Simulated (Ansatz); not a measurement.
def2 core potentials replace the inner electrons of Sn.

These are Ansatz (an electronic-structure program) with frozen-core CCSD(T)/def2-TZVPP // PBE0-D3(BJ)/def2-SVP values and carry that method's errors.

Ansatz 0.2 input:
```yaml
crystal:
  periodic: [false, false, false]
  atoms:
    - { symbol: C, position_ang: [-1.381225, -0.623995, 0.169863] }
    - { symbol: C, position_ang: [-0.80312, 0.717711, -0.205404] }
    - { symbol: Sn, position_ang: [1.54973, 0.677906, -0.184802] }
    - { symbol: Cl, position_ang: [1.640743, -1.351903, -1.574734] }
    - { symbol: Cl, position_ang: [4.044753, 1.290705, -0.34779] }
    - { symbol: Cl, position_ang: [1.626174, -0.32533, 2.061969] }
    - { symbol: H, position_ang: [-1.039839, -1.402755, -0.529926] }
    - { symbol: H, position_ang: [-1.045687, -0.923096, 1.175189] }
    - { symbol: H, position_ang: [-2.490084, -0.622038, 0.165549] }
    - { symbol: H, position_ang: [-1.054005, 1.525009, 0.500894] }
    - { symbol: H, position_ang: [-1.047338, 1.037785, -1.230808] }
basis:
  gaussian: { orbitals: def2-TZVPP }
correlation:
  method: ccsd_t
total_charge: -1
magnetization:
  spin_polarized: true
  initial_magnetization: 1
```

Output:

```
Functional definition: HF
1968 factors; integrals over basis functions are off by at most 1.0e-3 eV
mean field evaluation 1: about -45460.3825 eV, gradient 2.0e1 eV
mean field evaluation 2: about -45460.3960 eV, gradient 2.0e1 eV
mean field evaluation 4: about -45463.1566 eV, gradient 2.9e0 eV
mean field evaluation 8: about -45463.2789 eV, gradient 2.7e-1 eV
mean field evaluation 16: about -45462.6227 eV, gradient 1.0e1 eV
mean field evaluation 32: about -45459.3052 eV, gradient 6.0e-2 eV
mean field evaluation 64: about -45457.1369 eV, gradient 2.4e0 eV
mean field -45463.28168876 eV, -1670.7447859427 hartree, gradient 1.5e-6 eV, S^2 0.800573; 0 other end points of the search recorded, 0 dependent functions left out
21 core orbitals not correlated
reference -45463.28168876 eV, -1670.7447859427 hartree; 25, 24 occupied and 262, 263 virtual orbitals, 1968 factors
second order -33.91831793 eV of doubles, -0.00000000 eV of singles
cycle   1  -34.66090655 eV  change   -7.4e-1 eV  update   1.3e-1
cycle   2  -35.42973209 eV  change   -7.7e-1 eV  update   3.7e-2
cycle   3  -35.59917174 eV  change   -1.7e-1 eV  update   2.3e-2
cycle   4  -35.58800055 eV  change    1.1e-2 eV  update   8.4e-3
cycle   5  -35.58273178 eV  change    5.3e-3 eV  update   4.7e-3
cycle   6  -35.58474056 eV  change   -2.0e-3 eV  update   2.0e-3
cycle   7  -35.58496012 eV  change   -2.2e-4 eV  update   1.1e-3
cycle   8  -35.58508111 eV  change   -1.2e-4 eV  update   4.0e-4
cycle   9  -35.58518001 eV  change   -9.9e-5 eV  update   1.5e-4
cycle  10  -35.58505983 eV  change    1.2e-4 eV  update   5.8e-5
cycle  11  -35.58508267 eV  change   -2.3e-5 eV  update   2.8e-5
perturbative correction -1.44734292 eV, -0.0531888711 hartree
Total energy: -45500.31411434 eV, -1672.1057024814 hartree
```

Cost: about 4 core-hours (a rough figure).
